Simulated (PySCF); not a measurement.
## Br²⁵⁺ (bromine, charge +25) across methods

[Ne], closed-shell 1S. Computed with PySCF 2.14 in an even-tempered Gaussian basis (20 s from 7 bohr⁻², ratio 2.2; 12 p from 9.1 bohr⁻², ratio 2.2; 6 d from 43 bohr⁻², ratio 2.4; 5 f from 64 bohr⁻², ratio 2.4; 4 g from 96 bohr⁻², ratio 2.4), with the spin-free X2C one-electron Hamiltonian (Gaussian nucleus).

```csv
method,E (hartree),mean ε 1s (eV),mean ε 2s (eV),mean ε 2p (eV),Σ⟨r²⟩ (bohr²),⟨S²⟩
UHF,-2188.89689,-14762.4,-2957.0,-2748.4,0.2755,0.000
PBEsol,-2187.315,-14499.7,-2867.3,-2676.8,0.2762,0.000
TPSS,-2189.337,-14530.1,-2873.6,-2679.6,0.2760,0.000
PBE,-2188.878,-14510.6,-2869.1,-2677.9,0.2761,0.000
r2SCAN,-2189.374,-14544.0,-2882.1,-2686.2,0.2757,0.000
LDA,-2185.406,-14487.1,-2865.1,-2676.2,0.2765,0.000
PBE0,-2188.990,-14573.7,-2891.5,-2696.0,0.2760,0.000
```
